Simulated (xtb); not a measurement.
Br₂Ge, singlet, geometry from GFN2-xTB; GFN0-xTB (xtb).

Here is a job for xtb.
```
$ xtb mol.xyz --gfn 0 --hess --json

# file mol.xyz
3

Ge     0.01682949     0.00687689     1.03311619
Br     1.00009172    -1.51961211    -0.47860423
Br    -1.01547868     1.51332467    -0.46595914
```

What the program printed (banner, timings and long lists left out):

```
   ID    Z sym.   atoms
    1   32 Ge     1
    2   35 Br     2, 3

           -------------------------------------------------
          |                Calculation Setup                |
           -------------------------------------------------

           -------------------------------------------------
          |                 G F N 0 - x T B                 |
           -------------------------------------------------

          ...................................................
          :                      SETUP                      :
          :.................................................:
          :  # basis functions                  30          :
          :  # atomic orbitals                  27          :
          :  # shells                            9          :
          :  # electrons                        18          :
          :  electronic temp.          300.0000000     K    :
          :  accuracy                    1.0000000          :
          :  -> integral cutoff          0.2500000E+02      :
          :  -> integral neglect         0.1000000E-07      :
          ...................................................

         :::::::::::::::::::::::::::::::::::::::::::::::::::::
         ::                     SUMMARY                     ::
         :::::::::::::::::::::::::::::::::::::::::::::::::::::
         :: total energy              -9.367484801001 Eh    ::
         :: gradient norm              0.004410904171 Eh/a0 ::
         :: HOMO-LUMO gap              2.632291834162 eV    ::
         ::.................................................::
         :: H0 energy                 -9.254642616907 Eh    ::
         :: repulsion energy           0.005525442445 Eh    ::
         :: electrostat energy        -0.117631639252 Eh    ::
         :: -> Gsolv                   0.000000000000 Eh    ::
         ::    -> Gsasa                0.000000000000 Eh    ::
         ::    -> Gshift               0.000000000000 Eh    ::
         :: dispersion energy         -0.000735987287 Eh    ::
         :: short-range corr.          0.000000000000 Eh    ::
         :: add. restraining           0.000000000000 Eh    ::
         :: total charge               0.000000000000 e     ::
         :::::::::::::::::::::::::::::::::::::::::::::::::::::

           -------------------------------------------------
          |                Numerical Hessian                |
[...]
       1     97.52    -1.04453 ( 93.54%)    -0.85854 (  6.46%)    -1.03250
       2    147.57    -0.80598 ( 98.70%)    -0.73585 (  1.30%)    -0.80507
       3    221.49    -0.58045 ( 99.74%)    -0.61558 (  0.26%)    -0.58055
   ------------------------------------------------------------------------

   temp. (K)  partition function   enthalpy   heat capacity  entropy
                                   cal/mol     cal/K/mol   cal/K/mol   J/K/mol
 298.15  VIB   7.97                 1201.562      5.589      8.111
         ROT  0.237E+06              888.752      2.981     27.576
         INT  0.189E+07             2090.314      8.570     35.687
         TR   0.343E+28             1481.254      4.968     42.213
         TOT                        3571.5681    13.5379    77.9001   325.9339

       T/K    H(0)-H(T)+PV         H(T)/Eh          T*S/Eh         G(T)/Eh
   ------------------------------------------------------------------------
    298.15    0.569166E-02    0.675461E-02    0.370128E-01   -0.302582E-01
   ------------------------------------------------------------------------

         :::::::::::::::::::::::::::::::::::::::::::::::::::::
         ::                  THERMODYNAMIC                  ::
         :::::::::::::::::::::::::::::::::::::::::::::::::::::
         :: total free energy          -9.397743034766 Eh   ::
         ::.................................................::
         :: total energy               -9.367484801001 Eh   ::
         :: zero point energy           0.001062950048 Eh   ::
         :: G(RRHO) w/o ZPVE           -0.031321183813 Eh   ::
         :: G(RRHO) contrib.           -0.030258233765 Eh   ::
         :::::::::::::::::::::::::::::::::::::::::::::::::::::

           -------------------------------------------------
          | TOTAL ENERGY               -9.367484801001 Eh   |
          | TOTAL ENTHALPY             -9.360730194852 Eh   |
          | TOTAL FREE ENERGY          -9.397743034766 Eh   |
          | GRADIENT NORM               0.004410904171 Eh/α |
          | HOMO-LUMO GAP               2.632291834162 eV   |
           -------------------------------------------------
########################################################################
[WARNING] Runtime exception occurred
-1- hessian_numhess: Hessian on incompletely optimized geometry!
########################################################################

normal termination of xtb
```
